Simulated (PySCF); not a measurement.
Polarisability and C₆ of Ni⁺ (nickel, charge +1)

[Ar] 3d9, 2D determinant. Computed with PySCF 2.14 in aug-cc-pVTZ, with no relativity, point nucleus. Coupled (time-dependent) response in atomic units; α is the mean over directions.

| method | mean α (bohr³) | α xx, yy, zz | C₆ (like pair) | S(−4) |
| --- | --- | --- | --- | --- |
| UHF | 5.384 | 5.088, 5.088, 5.976 | 16.97 | 24.02 |
| PBE | 8.210 | 7.670, 7.670, 9.289 | 25.98 | 82.82 |
| PBE0 | 7.104 | 6.681, 6.681, 7.952 | 22.56 | 54.06 |

S(−4) is the Cauchy moment in α(ω) = α(0) + S(−4) ω² + …

α(iu) at PBE0:

| u (hartree) | α(iu) (bohr³) |
| --- | --- |
| 0 | 7.104 |
| 0.0500 | 6.973 |
| 0.100 | 6.623 |
| 0.200 | 5.644 |
| 0.300 | 4.743 |
| 0.500 | 3.572 |
| 0.750 | 2.785 |
| 1.00 | 2.294 |
| 1.50 | 1.652 |
| 2.00 | 1.241 |
| 3.00 | 0.7715 |
| 5.00 | 0.3852 |

A single London oscillator, α(iu) = α/(1 + u²/ω²), gives C₆ = (3/4) ω α². Matching the computed C₆ needs ω = 4 × 22.56 / (3 × 7.104²) = 0.596 hartree.

For an ion, C₆ is the dispersion term alone; charge-induced terms of lower order in 1/R come first.

The components differ because the open shell of this determinant is not spherical; for a pure term their mean is the scalar polarisability.
